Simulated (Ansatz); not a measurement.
CH5AlB, SMILES `[BH2][Al-][CH3]` (singlet; the order of the spin states depends on the level) (charge -1, multiplicity 1). This singlet lies 0.09 eV below the relaxed triplet at the level B3LYP/aug-cc-pVTZ // PBE0-D3(BJ)/def2-TZVPD (Ansatz, an electronic-structure program); other levels give the other order.

Z-matrix (Å, degrees):
```
Al
C 1 2.0209
H 2 1.0928 1 114.25
H 2 1.0980 3 108.16 1 -122.64
H 2 1.0982 3 108.08 4 -115.06
B 1 2.0387 2 129.55 3 -179.27
H 6 1.2190 1 119.95 2 -106.44
H 6 1.2191 7 112.61 1 149.36
```
Charge -1, spin multiplicity 1.

Frozen-core energies in aug-cc-pVDZ from Ansatz at a geometry from PBE0-D3(BJ)/def2-TZVPD; the HF reference has <S^2> = 0.00 (restricted, and unstable towards unrestricted orbitals) and the T1 diagnostic is 0.034.

```tsv
level	energy (Ha)
HF	-307.30735
MP2	-307.63521
CCSD	-307.68474
CCSD(T)	-307.70064
```

Estimate the energies of CCSDT and CCSDT(Q), and give each level's difference from CCSDT(Q).


```json
[
 {"level": "MP2", "energy (Ha)": "-307.63521", "difference from CCSDT(Q) (mHa)": "68.46"},
 {"level": "CCSD", "energy (Ha)": "-307.68474", "difference from CCSDT(Q) (mHa)": "18.94"},
 {"level": "CCSD(T)", "energy (Ha)": "-307.70064", "difference from CCSDT(Q) (mHa)": "3.03"},
 {"level": "CCSDT", "energy (Ha)": "-307.70249", "difference from CCSDT(Q) (mHa)": "1.19"},
 {"level": "CCSDT(Q)", "energy (Ha)": "-307.70367", "difference from CCSDT(Q) (mHa)": "0.00"}
]
```
